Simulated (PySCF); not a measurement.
Polarisability and C₆ of Pt⁻ (platinum, charge -1)

[Xe] 4f14 5d9 6s2, 2D determinant. Computed with PySCF 2.14 in aug-cc-pwCVTZ-PP with ECP60MDF, with a scalar-relativistic core potential. Coupled (time-dependent) response in atomic units; α is the mean over directions.

```tsv
method	mean α (bohr³)	α xx, yy, zz	C₆ (like pair)	S(−4)
UHF	244.6	250.5, 250.5, 232.9	3526	89990
```

S(−4) is the Cauchy moment in α(ω) = α(0) + S(−4) ω² + …

Spin-orbit coupling is absent.

α(iu) at UHF:

```tsv
u (hartree)	α(iu) (bohr³)
0	244.6
0.0500	156.4
0.100	95.22
0.200	46.99
0.300	29.51
0.500	16.41
0.750	10.31
1.00	7.312
1.50	4.348
2.00	2.915
3.00	1.578
5.00	0.6699
```

A single London oscillator, α(iu) = α/(1 + u²/ω²), gives C₆ = (3/4) ω α². Matching the computed C₆ needs ω = 4 × 3526 / (3 × 244.6²) = 0.0786 hartree.

For an ion, C₆ is the dispersion term alone; charge-induced terms of lower order in 1/R come first.

The components differ because the open shell of this determinant is not spherical; for a pure term their mean is the scalar polarisability.

Energies and moments cover only the electrons outside the core potential. Spin-orbit coupling, absent here, splits the open shell strongly.
